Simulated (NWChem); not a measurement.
System: C2H5ISi; SMILES I/C=C\[SiH3]

Input file for NWChem:

```
start job
memory heap 200 mb stack 900 mb global 1100 mb
geometry units angstroms
  Si     2.373174    -1.314122    -0.206479
  C      0.641930    -2.062336    -0.309404
  C     -0.493142    -1.398848    -0.205476
  I     -0.598523     0.685233     0.104634
  H      2.536958    -0.686150     1.104494
  H      3.314384    -2.422079    -0.375527
  H      2.525637    -0.331987    -1.279769
  H      0.555020    -3.130936    -0.467695
  H     -1.474846    -1.842207    -0.266635
end
basis spherical
  * library def2-svp
end
ecp
  I library def2-ecp
end
dft
  xc pbe0
  iterations 150
end
driver
  maxiter 120
end
task dft optimize
dft
  grid fine
  convergence energy 1d-8 density 1d-7
end
task dft freq numerical
```

def2 effective core potentials on I; no spin-orbit coupling.

The level has its own optimisation; frequencies are unscaled. Brackets give each atom's bonded neighbours.

### Question
Give the results of this calculation. (PBE0/def2-SVP with def2 effective core potentials on I.) Quantities: r C–Si (Å); r H–Si (Å); r C–C (Å); r C–H [C(CHSi)–H(C)] (Å); highest harmonic frequency (cm⁻¹); lowest (cm⁻¹); zero-point energy (kcal/mol).

### Answer
```yaml
r C–Si (Å): 1.881
r H–Si (Å): 1.494
r C–C (Å): 1.334
r C–H [C(CHSi)–H(C)] (Å): 1.099
highest harmonic frequency (cm⁻¹): 3220
lowest (cm⁻¹): 107
zero-point energy (kcal/mol): 35.8
```
